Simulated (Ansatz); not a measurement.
C3H5O, doublet, geometry from GFN2-xTB; BLYP/6-31G** (Ansatz, a quantum-chemistry and plane-wave program).

Ansatz was given this input:
Ansatz 0.2 input:
```yaml
crystal:
  periodic: [false, false, false]
  atoms:
    - {symbol: C, position_ang: [1.23934433, 0.17190487, 0.63842054]}
    - {symbol: C, position_ang: [0.06380250, -0.08707201, -0.11758676]}
    - {symbol: C, position_ang: [-1.21885315, 0.50306017, 0.42635831]}
    - {symbol: O, position_ang: [0.08621174, -0.75116388, -1.15254531]}
    - {symbol: H, position_ang: [1.20948174, 0.75363218, 1.54197258]}
    - {symbol: H, position_ang: [2.18364825, -0.22055962, 0.30383454]}
    - {symbol: H, position_ang: [-1.40875201, 0.11743875, 1.42591643]}
    - {symbol: H, position_ang: [-2.04962241, 0.24579541, -0.22437056]}
    - {symbol: H, position_ang: [-1.13021151, 1.58564619, 0.48985697]}
basis:
  gaussian:
    orbitals: 6-31G__.json
hamiltonian:
  xc: blyp
magnetization: {spin_polarized: true, initial_magnetization: 1}
```
The basis file holds 6-31G** in the JSON format of the Basis Set Exchange.

It wrote (shortened):

```
Functional definition: BLYP
902 factors; their error is unknown
mean field evaluation 1: about -5228.1091 eV, gradient 4.3e1 eV
mean field evaluation 2: about -5201.8709 eV, gradient 8.4e1 eV
mean field evaluation 4: about -5236.0424 eV, gradient 4.1e0 eV
mean field evaluation 8: about -5236.1594 eV, gradient 2.9e-1 eV
mean field evaluation 16: about -5236.0926 eV, gradient 2.9e-4 eV
mean field evaluation 32: about -5232.6250 eV, gradient 2.1e1 eV
mean field -5236.09257487 eV, -192.4228529753 hartree, gradient 1.9e-5 eV, S^2 0.756893; 4 other end points of the search recorded, 0 dependent functions left out
reference -5236.09280330 eV, -192.4228613700 hartree; 16, 15 occupied and 69, 70 virtual orbitals, 902 factors
Total energy: -5236.09280330 eV, -192.4228613700 hartree
```
